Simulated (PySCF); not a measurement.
CH7GeN, SMILES [CH3][GeH2][NH2].

Geometry: PBE0-D3(BJ)/def2-SVP. This is a generated structure with no PubChem entry under its InChIKey; it may be hypothetical. The values are those of a single conformer.

Two levels are set side by side: TDDFT-PBE/def2-SVPD (PySCF) and TDDFT-B3LYP/def2-SVPD (PySCF). Vertical, same geometry. The lowest singlet is HOMO→LUMO 98 % with PBE and HOMO→LUMO 95 % with the other functional; states are paired by order. Differences are taken from unrounded values.

| quantity | TDDFT-PBE |
|---|---|
| lowest singlet excitation (eV) | 5.50 |
| lowest triplet excitation (TDA) (eV) | 5.21 |
| first bright state (f over 0.05) (eV) | 6.42 |
| its oscillator strength | 0.05 |

Task: These are the TDDFT-PBE values. What does TDDFT-B3LYP give? (The exact figures need the calculation; the answer reports its results.)

Result: 
```
quantity                               TDDFT-B3LYP  TDDFT-PBE minus TDDFT-B3LYP
-------------------------------------  -----------  ---------------------------
lowest singlet excitation (eV)                5.92                        -0.43
lowest triplet excitation (TDA) (eV)          5.59                        -0.38
first bright state (f over 0.05) (eV)         7.07                        -0.66
its oscillator strength                       0.08                        -0.02
```

Functionals without exact exchange tend to place singlet excitations lower, as here. Differences between two approximate levels are no errors against the true value.

Rough cost on one machine, each run with all the roots and properties that it gave: TDDFT-B3LYP against TDDFT-PBE about 3 times.
